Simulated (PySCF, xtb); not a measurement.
C3H4BNO2, SMILES B1(O)CC(=O)N=C1. One conformer was computed; it need not be the lowest.

Harmonic wavenumbers (cm⁻¹) from GFN2-xTB in xtb 6.7.1 at its own minimum, in rising order: 49, 205, 296, 362, 488, 528, 584, 640, 679, 756, 799, 846, 882, 898, 1020, 1028, 1120, 1167, 1240, 1407, 1419, 1639, 1797, 2978, 3024, 3029, 3584.

### Question
What does PBE0-D3(BJ)/def2-SVP (PySCF 2.14.0) give at its own minimum? (The exact figures need the calculation; the answer reports its results.)

### Answer
29, 217, 315, 360, 508, 548, 594, 661, 695, 785, 807, 814, 956, 959, 1101, 1112, 1155, 1262, 1322, 1355, 1518, 1675, 1911, 3093, 3117, 3144, 3891. Paired by order, the mean absolute difference is 61 cm⁻¹ and the zero-point energies are 46.4 and 48.5 kcal/mol.
